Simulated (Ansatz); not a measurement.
## Cost against result

Saddle point of GaH$_{3}$ClO$_{2}$F, closed shell (GaH₂O₂F ([OH][Ga]([OH])[F]) + HCl → GaH₂ClO₂ ([OH][Ga]([OH])[Cl]) + HF; bonds formed: F2–H5; dative contacts that become bonds: Ga1–Cl6; bonds broken: Ga1–F2, H5–Cl6), PBE0-D4/def2-TZVP structure:

Ga1  (-0.438, -0.078, 0.109)
F2  (0.563, 1.484, -0.147)
O3  (-1.520, -0.490, -1.219)
O4  (-0.767, -0.466, 1.796)
H5  (1.580, 0.604, -0.397)
Cl6  (1.909, -0.765, -0.474)
H7  (-1.217, -0.173, -2.073)
H8  (-0.111, -0.116, 2.403)
(Å)

Barriers are electronic and count from the start structure reached by relaxing down the imaginary mode.

Computed with Ansatz 0.2.0 (basis: as named in each row); correlated methods freeze the cores. Filled d shells of the heavier atoms are correlated. The def2 sets are not built for correlating such inner shells, so the correlated values are less sure here. B3LYP uses VWN-RPA correlation. Extrapolation: Hartree–Fock as exp(−7.88 √X), correlation as X^−2.97.

Times are rough, for one single point on 8 threads of a shared host (Intel Xeon 6975P-C).

The estimate by CCSD(T) at an estimated basis limit (MP2 extrapolated from triple and quadruple zeta, plus CCSD(T) − MP2 in triple zeta) is 15.0 kJ/mol.

```json
{"method": "HF", "basis": "STO-3G", "time (s)": "under 1", "barrier (kJ/mol)": "-55.7", "method less estimate": "-70.7"}
{"method": "PBE-D4", "basis": "STO-3G", "time (s)": "under 1", "barrier (kJ/mol)": "-102.3", "method less estimate": "-117.3"}
{"method": "SPW92", "basis": "def2-SVP", "time (s)": "under 1", "barrier (kJ/mol)": "-24.1", "method less estimate": "-39.1"}
{"method": "PBE-D4", "basis": "def2-SVP", "time (s)": "under 1", "barrier (kJ/mol)": "-7.8", "method less estimate": "-22.8"}
{"method": "B3LYP-D4", "basis": "6-31G", "time (s)": "under 1", "barrier (kJ/mol)": "3.2", "method less estimate": "-11.8"}
{"method": "PBE0-D4", "basis": "def2-SVP", "time (s)": "under 1", "barrier (kJ/mol)": "0.0", "method less estimate": "-15.1"}
{"method": "SPW92", "basis": "def2-TZVPP", "time (s)": "under 1", "barrier (kJ/mol)": "-16.3", "method less estimate": "-31.4"}
{"method": "PBE-D4", "basis": "def2-TZVPP", "time (s)": "under 1", "barrier (kJ/mol)": "-1.2", "method less estimate": "-16.3"}
{"method": "BLYP-D4", "basis": "def2-TZVPP", "time (s)": "under 1", "barrier (kJ/mol)": "7.8", "method less estimate": "-7.2"}
{"method": "BHLYP-D4", "basis": "def2-TZVPP", "time (s)": "under 1", "barrier (kJ/mol)": "19.2", "method less estimate": "4.2"}
{"method": "B3LYP-D4", "basis": "def2-TZVPP", "time (s)": "1", "barrier (kJ/mol)": "11.6", "method less estimate": "-3.4"}
{"method": "r2SCAN-D4", "basis": "def2-TZVPP", "time (s)": "1", "barrier (kJ/mol)": "2.4", "method less estimate": "-12.6"}
{"method": "PBE0-D4", "basis": "def2-TZVPP", "time (s)": "1", "barrier (kJ/mol)": "5.0", "method less estimate": "-10.1"}
{"method": "CAM-B3LYP-D4", "basis": "def2-TZVPP", "time (s)": "1", "barrier (kJ/mol)": "12.5", "method less estimate": "-2.5"}
{"method": "wB97M-V", "basis": "def2-SVP", "time (s)": "1", "barrier (kJ/mol)": "6.0", "method less estimate": "-9.0"}
{"method": "r2SCAN0-D4", "basis": "def2-TZVPP", "time (s)": "1", "barrier (kJ/mol)": "7.2", "method less estimate": "-7.8"}
{"method": "B2PLYP", "basis": "def2-TZVPP", "time (s)": "2", "barrier (kJ/mol)": "12.8", "method less estimate": "-2.3"}
{"method": "RPA on PBE", "basis": "def2-TZVPP", "time (s)": "2", "barrier (kJ/mol)": "14.4", "method less estimate": "-0.7"}
{"method": "PBE-QIDH", "basis": "def2-TZVPP", "time (s)": "2", "barrier (kJ/mol)": "9.3", "method less estimate": "-5.8"}
{"method": "B97M-V", "basis": "def2-TZVPP", "time (s)": "2", "barrier (kJ/mol)": "13.9", "method less estimate": "-1.2"}
{"method": "wB97X-V", "basis": "def2-TZVPP", "time (s)": "2", "barrier (kJ/mol)": "13.5", "method less estimate": "-1.5"}
{"method": "CCSD(T)", "basis": "def2-SVP", "time (s)": "2", "barrier (kJ/mol)": "17.8", "method less estimate": "2.8"}
{"method": "wB97M-V", "basis": "def2-TZVPP", "time (s)": "2", "barrier (kJ/mol)": "12.5", "method less estimate": "-2.6"}
{"method": "MP2", "basis": "def2-QZVPP", "time (s)": "6", "barrier (kJ/mol)": "11.1", "method less estimate": "-3.9"}
{"method": "CCSD(T)", "basis": "def2-TZVPP", "time (s)": "22", "barrier (kJ/mol)": "14.4", "method less estimate": "-0.6"}
```

All methods are single points on the PBE0-D4 structures; a negative value means that the method puts the saddle structure below the start.

No T1 diagnostic of these runs exceeds 0.014.

Labels in which every atom is bracketed show which atoms are joined, not bond orders.
